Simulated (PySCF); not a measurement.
Q: Write Cartesian coordinates for `C#CCC[SiH2]F` as optimised with PBE0-D3(BJ)/def2-SVP.

A: 
```xyz
13
C4H7FSi angstrom
C      3.1080   -0.5015    0.7253
C      1.9514   -0.1633    0.8460
C      0.5517    0.2266    0.9609
C     -0.3164   -0.2844   -0.1970
Si    -2.1070    0.2374   -0.0830
F     -2.1572    1.8673   -0.0517
H      4.1368   -0.7941    0.6253
H      0.4895    1.3271    1.0141
H      0.1563   -0.1428    1.9235
H     -0.2784   -1.3868   -0.2464
H      0.0882    0.0751   -1.1585
H     -2.7377   -0.2495    1.1781
H     -2.8790   -0.2284   -1.2689
```

Any rigid rotation of these coordinates is as good. Atoms count from 1 in this order. Si5 (fluorine-bound silicon) is tetrahedral (angles from 107.3° to 111.4°). The 3 C–C bonds span 1.211 Å (C1≡C2, drawn triple) to 1.535 Å (C3–C4, drawn single), a spread of 0.324 Å.

Bonds between heavy atoms (Å): C1≡C2 1.211, C2–C3 1.458, C3–C4 1.535, C4–Si5 1.869, Si5–F6 1.631.

The calculation used PBE0-D3(BJ)/def2-SVP geometry optimisation, gas phase (PySCF).

Point group: C1 (no symmetry element, even within 0.4 Å). Stationary, but not proved a minimum. The numbers are those of one conformer (C2–C3–C4–Si5 -179°, C3–C4–Si5–F6 59°).
